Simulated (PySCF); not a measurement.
C7H9FO2.
Atom-mapped SMILES: `[CH3:1][O:2][C:3](=[O:4])[CH2:5][C:6]#[C:7][C@H:8]([CH3:9])[F:10]` (hydrogens: H11, H12, H13 on C1; H14, H15 on C5; H16 on C8; H17, H18, H19 on C9)

Torsions of this conformer, `[CH3:1][O:2][C:3](=[O:4])[CH2:5][C:6]#[C:7][C@H:8]([CH3:9])[F:10]`: C1–O2–C3–O4 0°, O2–C3–C5–C6 -38°.

The closed-shell ground state was solved at several levels (PySCF, density fitting, gas phase, non-relativistic). The structure is a single PBE0-D3(BJ)/def2-SVP conformer in the gas phase; no vibrational or solvent corrections.

| level | basis functions | total energy (Eh) | HOMO (eV) | LUMO (eV) | gap (eV) | dipole (D) |
| --- | --- | --- | --- | --- | --- | --- |
| wB97X-D/pcSseg-1 | 215 | -522.1700 | -9.51 | 1.89 | 11.40 | 1.19 |
| PBE0/def2-SVPD | 281 | -521.4593 | -7.69 | -0.16 | 7.53 | 1.10 |

What might PBE0/pcSseg-1 (215 basis functions) give for the same quantities?

Total energy -521.7588 Eh, HOMO -7.63 eV, LUMO 0.04 eV, gap 7.67 eV, dipole 1.16 D.

Over all these levels, which gives the widest orbital gap and which the narrowest?

wB97X-D/pcSseg-1 (range-separated hybrid) has the widest, 11.40 eV, and PBE0/def2-SVPD (global hybrid, 25 % exact exchange) the narrowest, 7.53 eV. Functional and basis both differ between the two, so the spread mixes both effects.

How far do the dipole and the HOMO energy spread over the levels?

The dipole runs from 1.10 to 1.19 D (mean 1.15 D) and the HOMO from -9.51 to -7.63 eV.

The pairwise dispersion term of wB97X-D wasn't added to the energies; at a given geometry it leaves orbitals and properties as they are.
